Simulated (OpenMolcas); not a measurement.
**Ag VI: effect of the basis set**

```json
{
 "Program": "OpenMolcas",
 "Method": "MS-CASPT2, IPEA 0.25 Eh, imaginary shift 0.1 Eh (closed shells correlated: 4s 4p)",
 "Active space": "6 electrons in 10 orbitals (4d 5d)",
 "State averaging": "2S+1 = 5 even, 5 roots; 2S+1 = 3 even, 45 roots; 2S+1 = 1 even, 49 roots",
 "Spin-orbit coupling": "RASSI with atomic mean-field integrals over the reference wave functions, term energies averaged over their components"
}
```

A. ANO-R2 [7s5p4d2f1g], X2C, finite nucleus; CASPT2 step about 30 core-minutes
B. ANO-RCC-VTZP [7s6p4d2f1g], DKH2, point nucleus; CASPT2 step roughly 30 core-minutes
C. ANO-RCC-VQZP [8s7p5d3f2g1h], DKH2, point nucleus; CASPT2 step of the order of 50 core-minutes

Energies in cm-1 above 4d6 5D4, the measured ground level; measured values from the list in Gamrath, thesis, University of Mons (2023).

```tsv
Level	A	B	C	Measured
4d6 5D4	0.0	0.0	0.0	0.0
4d6 5D3	2510	2520	2520	2692
4d6 5D2	3750	3760	3750	3953
4d6 5D1	4670	4670	4670	4941
4d6 5D0	5090	5090	5090	5380
4d6 3P2(1)	21810	21840	21630	21042
4d6 3H6	22560	22760	22380	21512
4d6 3H5 [73 %]	22820	23020	22680	21812
4d6 3F3(1) [74 %]	25320	25480	25200	24441
4d6 3F2(1)	26250	26390	26130	25306
4d6 3P1(1)	28720	28800	28590	28232
4d6 3G5 [73 %]	28790	29040	28730	27958
4d6 3P0(1) [75 %]	29550	29590	29360	
4d6 3G4 [75 %]	30500	30730	30440	29660
4d6 3G3 [74 %]	31100	31340	31060	30361
4d6 3D2	33710	34000	33730	32650
4d6 3D1	34440	34730	34480	33558
4d6 3D3	34520	34850	34580	33509
4d6 1I6	35660	35890	35380	34194
4d6 1G4(1)	38900	38910	38550	37481
4d6 1S0 [67 %]	42850	43010	42710	
4d6 1D2(1)	43100	43250	42930	41372
4d6 1F3	46440	46850	46440	44724
4d6 3P0(2)	52680	53170	52850
```

Deviations, from unrounded energies. A percentage is the sum of absolute deviations over the sum of measured energies, with the sign that they share, or ± where signs differ.

| Against measurement | Levels | A | B | C |
| --- | --- | --- | --- | --- |
| mean absolute deviation (cm-1) | 20 | 890 | 1000 | 800 |
| fine structure of the ground term (%) | 4 | -5.6 | -5.4 | -5.5 |
| other terms of the ground configuration (%) | 16 | +3.4 | +4.1 | +3.1 |

C lies closest to measurement on these levels and B furthest from it. The largest miss of C in the table is 4d6 1F3, by +1700 cm-1. The ranking rests on the paired levels alone, and a cruder setting can come out closer through cancelling errors.

The two smallest mean deviations differ by little beside CASPT2's spread within terms, so their order carries little weight.

Among A to C the level of the table that moves most is 4d6 1I6, by 510 cm-1 (lowest in C, highest in B). Moves below CASPT2's spread within the term are not significant.

CASPT2 breaks the degeneracy within a term, and the mean is taken; among the terms shown or strongly mixed into the levels shown the widest spread is 1600 cm-1 (4d6 1I, A). Active for correlation alone: 5d; no level in the range computed is led by a configuration that fills it, so any true level of that kind is missing. The CASPT2 spread within a term exceeds the gap to the next term for 4d6 3D and 4d6 1I, so the order of their levels is uncertain (figures for A; the like holds for B, C). Measured partners are found by configuration, term and J. A level has none where our copy of the source lacks it or the pairing is in doubt (some pairs that miss far off the trend of their configuration count as doubtful), and it then counts in no deviation. Only configurations of the active space appear. Levels that lie high or do not pair safely by name in every column are left out.

A share in square brackets marks a mixed level and gives the weight of the term that names it, the lowest over the columns. A number in round brackets counts repeated terms of one configuration in the order of the reference energies.
